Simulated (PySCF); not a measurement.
## Cl(2+) (chlorine, charge +2) across methods

[Ne] 3s2 3p3, high-spin 4S determinant. Calculation: PySCF 2.14, in x2c-QZVPPall; scalar relativity by spin-free X2C-1e.

| method | E (hartree) | mean ε 3s α (eV) | mean ε 3s β (eV) | mean ε 3p α (eV) | Σ⟨r²⟩ (bohr²) | ⟨S²⟩ |
| --- | --- | --- | --- | --- | --- | --- |
| MN15 | -460.3588 | -49.187 | -44.317 | -35.624 | 15.23 | 3.750 |
| r2SCAN0 | -460.1994 | -50.400 | -43.777 | -35.406 | 15.29 | 3.750 |
| LDA | -458.7103 | -46.216 | -42.571 | -33.030 | 15.35 | 3.750 |
| r2SCAN | -460.2006 | -47.807 | -42.295 | -33.763 | 15.29 | 3.750 |
| UHF | -459.64204 | -57.725 | -46.771 | -39.693 | 15.41 | 3.751 |
| PBE0 | -460.0836 | -49.452 | -43.842 | -34.945 | 15.30 | 3.750 |
| wB97X | -460.2335 | -52.094 | -46.609 | -37.387 | 15.24 | 3.751 |
| PBE | -460.0486 | -46.400 | -42.298 | -33.085 | 15.32 | 3.750 |

Question: Estimate the same row for r2SCANh.

Answer: E (hartree) = -460.2001; mean ε 3s α (eV) = -48.844; mean ε 3s β (eV) = -42.888; mean ε 3p α (eV) = -34.421; Σ⟨r²⟩ (bohr²) = 15.29; ⟨S²⟩ = 3.750.
